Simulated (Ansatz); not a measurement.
Reaction (redistribution): `[SiH3][SiH2][SeH]` + `[OH][InH2]` → `O[SiH2][SeH]` + `[SiH3][InH2]`

Computed with Ansatz on PBE0-D4/def2-TZVP structures; ΔE is electronic, products minus reactants. CCSD(T)/CBS is the MP2 limit (def2-TZVPP, def2-QZVPP) plus CCSD(T) − MP2 in def2-TZVPP, frozen cores. Functionals use def2-TZVPP. def2 core potentials past Kr. For In, Se outer-core shells are correlated without core-valence functions, which leaves a few kJ/mol of doubt a bond. Scalar relativity is left out up to krypton. Each species was taken in one conformer, which may not be the lowest.

```json
{"species": "`[SiH3][SiH2][SeH]`", "RPA@PBE/def2-TZVPP energy (Eh)": "-2982.13615"}
{"species": "`[OH][InH2]`", "RPA@PBE/def2-TZVPP energy (Eh)": "-266.62836"}
{"species": "`O[SiH2][SeH]`", "RPA@PBE/def2-TZVPP energy (Eh)": "-2767.07424"}
{"species": "`[SiH3][InH2]`", "RPA@PBE/def2-TZVPP energy (Eh)": "-481.71828"}
```

Q: Work out ΔE.

A: ΔE = (-2767.07424) + (-481.71828) − (-2982.13615) − (-266.62836) = -0.02801 Eh = -0.76 eV. CCSD(T)/CBS gives -0.77 eV.

Largest T1 diagnostic among the species: 0.017.

Leaving LDA and LC-ωPBE aside and taking each functional with its dispersion term where it has one, the values, not all of them listed here, spread over 0.24 eV, from BHLYP-D4 to revPBE-D4. LDA lies −0.09 eV from PBE without D4. In def2-TZVPP, CCSD(T) changes the Hartree–Fock value by +0.19 eV (the triples alone add +0.04 eV) and MP2 by +0.16 eV.
